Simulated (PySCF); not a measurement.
# How methods differ on the ionisation energy of Xe⁴²⁺

Xe⁴²⁺ [Ne] 3s2 → Xe⁴³⁺ [Ne] 3s1 [3s1/2^1, M_J = 1/2], as a difference of total energies. Calculation: PySCF 2.14, in an even-tempered Gaussian basis (18 s from 9.4 bohr⁻², ratio 2.4; 14 p from 12 bohr⁻², ratio 2.4; 4 d from 40 bohr⁻², ratio 2.6; 4 f from 60 bohr⁻², ratio 2.6); the two-component X2C-1e Hamiltonian. Correlated levels: 1s2 frozen; the 54 highest virtual spinors dropped. "Screened" scales the spin-orbit matrix elements by Boettger's factors to mimic the two-electron term; Breit and QED terms are absent.

| method | ionisation energy (eV) |
| --- | --- |
| GHF (spin-free) | 3244.1 |
| GHF (screened spin-orbit) | 3244.0 |
| GMP2 (screened spin-orbit) | 3247.5 |

Q: How much does correlation contribute at GMP2 (screened spin-orbit)?

A: 3247.5 − (3244.0) = 3.5 eV, measured against GHF (screened spin-orbit).

Breit and QED terms and the two-electron picture change are absent.

For comparison: 3243 ± 4 eV (theoretical estimate listed by NIST; NIST Atomic Spectra Database, ionization energies).
